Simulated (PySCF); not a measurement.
Species: C5H7NO.
SMILES: `N#C[C@H]1CCOC1`

Jobs on this species (14 atoms, 52 electrons) with PySCF (density fitting). Hardware of each: Arm Neoverse V2, one thread, shared host. The host was shared with other jobs, so the times are rough. Peak memory is the resident size of the whole Python process, interpreter and libraries included.

```tsv
level and settings	work	basis functions	SCF cycles	wall time	peak memory
PBE0/pcSseg-1, IEF-PCM water	shieldings, ring-centre shieldings	154	?	?	?
CAM-B3LYP/def2-SVPD	6 singlets by full TDDFT, polarisability, dynamic polarisability	199	?	?	?
CAM-B3LYP/def2-SVPD, IEF-PCM cyclohexane	6 singlets by full TDDFT, polarisability	199	14	27 s	1.0 GiB
PBE0-D3(BJ)/def2-SVP, grid level 1	geometry optimisation from a GFN2-xTB start shaken at random	133	51	41 s	0.58 GiB
PBE0/pcSseg-1, IEF-PCM cyclohexane	shieldings, ring-centre shieldings, charges and field gradients	154	14	14 s	0.88 GiB
BHandHLYP/aug-pcX-1 (pcseg-1 on H)	K-edge TDA, 40 lines	266	13	26 s	0.98 GiB
CAM-B3LYP/def2-SVPD, IEF-PCM water	6 singlets by full TDDFT, polarisability	199	14	27 s	1.0 GiB
```

Question: Fill in the missing figures.

Answer: 
- PBE0/pcSseg-1, IEF-PCM water; shieldings, ring-centre shieldings: 13 s, 0.87 GiB, 14 SCF cycles
- CAM-B3LYP/def2-SVPD; 6 singlets by full TDDFT, polarisability, dynamic polarisability: 32 s, 0.98 GiB, 14 SCF cycles

Question: What do all jobs in the table cost together?

Answer: About 3.0 min; the longest takes about 23 % of that, and about 3.2 times as long as the shortest.
